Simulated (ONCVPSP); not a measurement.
## Before and after: ONCV potential for oxygen

O (Z = 8), optimised norm-conserving Vanderbilt (ONCV), made with ONCVPSP 4.0.1 (PBE, scalar-relativistic). Core [He], reference 2s2 2p2 (charge +2). Waves: 2s: rc 0.75 bohr, ncon 4, nbas 8, qcut 8.4 1/bohr, local; 2p: rc 1.65 bohr, ncon 4, nbas 8, qcut 9.8 1/bohr, 1 projector. Local part: the s channel. Core correction: Teter function, fcfact 3.75, rcfact 1.05.

Change: core correction Teter function, fcfact 3.75, rcfact 2.06.

Cutoffs: the cutoffs (Ha) at which the residual kinetic energy of the hardest occupied pseudo-wave falls to 1 and 0.1 mHa per electron; they do not see the model core or the augmentation charge, which bear on the density cutoff. Errors are all-electron minus pseudo energies relative to the spin-unpolarised reference configuration.

**Question.** How do hardness, ghosts and transferability respond?

**Answer.** The potential gets neither clearly harder nor softer (68 Ha and 260 Ha → 68 Ha and 260 Ha); of the 4 tests that both files solve, the error grows in 0 and shrinks in 2 by more than 15 % and 0.3 meV (median size 219.9 → 184.2 meV); neither file shows a bound ghost. A model core, the more so a compact one, raises the density cutoff, which this test does not measure.

```tsv
quantity	base	changed
cutoff, loose	68 Ha	68 Ha
cutoff, tight	260 Ha	260 Ha
bound ghosts	none	none
GHOST(+) flags under 300 eV	none	none
error for 2s2 2p4, meV [ΔE -50.02 eV]	+197	+170
error for 2s2 2p3, meV [ΔE -33.59 eV]	+93	+79
error for 2s2 2p1, meV [ΔE 53.87 eV]	+243	+198
error for 2s1 2p4, meV [ΔE -18.36 eV]	+268	+239
s: phases at 0.76 bohr within 0.05 rad from the reference energy up to (Ha; the scan ends near 5)	to the end of the scan	to the end of the scan
p: phases at 1.68 bohr within 0.05 rad from the reference energy up to (Ha; the scan ends near 5)	0.0	0.0
rms error of d²Exc/dni dnj with the model core, mHa	4.39	5.12
```
